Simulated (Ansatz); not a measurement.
Si₅Mo₂⁺, relaxed as a doublet with UKS r2SCAN-D4/def2-SVP in Ansatz, starting from the GFN1-xTB geometry. Force threshold 0.02 eV/Å.

In the def2 sets Mo takes a core potential; there is no spin–orbit coupling. The charge 1 doublet is spin-contaminated (final ⟨S²⟩ up to 1.15, 0.75 for a pure state). The relaxation made no stability test and no search for a lower SCF solution. No other spin state of charge 1 was run. The structure comes from a short search, and lower isomers may exist.

Start:

Cartesian coordinates in Å:
```
Mo 2.2563 -0.1304 -0.8249
Mo 0.3431 -1.5753 -1.2764
Si -1.8568 1.7397 0.5839
Si 1.2872 -0.9704 1.3851
Si -1.0707 -0.6034 1.0627
Si -1.4449 0.2036 -1.2567
Si 0.4857 1.3361 0.3263
```

Problem. Estimate the energy that the relaxation releases and the steps that it takes.

Solution. 1.02 eV, in 8 steps; 2 min on 4 threads of Arm Neoverse V2 on a shared host. No frequencies were taken in this run, so the end may be a saddle point.

Problem. Does the start keep its bonding?

Solution. By distances, no bond broke or formed. The bond that changes most is Mo2–Si7, from 3.33 to 2.76 Å (atoms count from 1). The end is the same structure that another start reached.

Problem. Predict the relaxed structure.

Solution. 
```
atom   x (Å)   y (Å)   z (Å)
 Mo1   2.265  -0.226  -0.745
 Mo2   0.408  -1.306  -1.120
 Si3  -1.653   1.679   0.773
 Si4   1.174  -0.780   1.407
 Si5  -1.133  -0.774   0.901
 Si6  -1.523   0.201  -1.235
 Si7   0.461   1.207   0.019
```
Bond lengths (bridged metal pairs left out): 7 × Si–Si 2.29 to 2.55 Å; 6 × Mo–Si 2.43 to 2.76 Å; 1 × Mo–Mo 2.18 Å.
